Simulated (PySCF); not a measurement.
PySCF 2.14 output of an unrestricted LDA calculation on a single atom or ion in aug-cc-pCVTZ-DK with one added diffuse shell each of s, p, d, f type (9s8p6d4f, 91 functions), with the spin-free X2C one-electron Hamiltonian (Gaussian nucleus):

```
SCF conv_tol = 1e-09
number electrons alpha = 9  beta = 8
    P. A. M. Dirac.,  Math. Proc. Cambridge Philos. Soc. 26, 376 (1930)
    F. Bloch.,  Z. Phys. 57, 545 (1929)
    S. H. Vosko, L. Wilk, and M. Nusair.,  Can. J. Phys. 58, 1200 (1980)
cycle= 1 E= -526.625560530758  delta_E= -0.0203  |g|= 0.0443  |ddm|= 0.301
cycle= 2 E= -526.625892831807  delta_E= -0.000332  |g|= 0.0265  |ddm|= 0.0757
cycle= 3 E= -526.626116171795  delta_E= -0.000223  |g|= 0.00718  |ddm|= 0.029
cycle= 4 E= -526.62612142118  delta_E= -5.25e-06  |g|= 0.000206  |ddm|= 0.00307
cycle= 5 E= -526.626121440536  delta_E= -1.94e-08  |g|= 1e-05  |ddm|= 0.000351
cycle= 6 E= -526.626121440597  delta_E= -6.05e-11  |g|= 8.35e-08  |ddm|= 2.06e-05
converged SCF energy = -526.626121440597  <S^2> = 0.75099522  2S+1 = 2.000995
```

The run itself started from symmetry-adapted Hartree-Fock orbitals and held the occupation by maximum overlap, on a logarithmic radial grid, so the iterations belong to that start.

Question: Which element, charge and spin multiplicity is this?

Answer: Ar⁺ (argon, charge +1), multiplicity 2; the state was [Ne] 3s1 3p6, 2S determinant (an excited configuration).
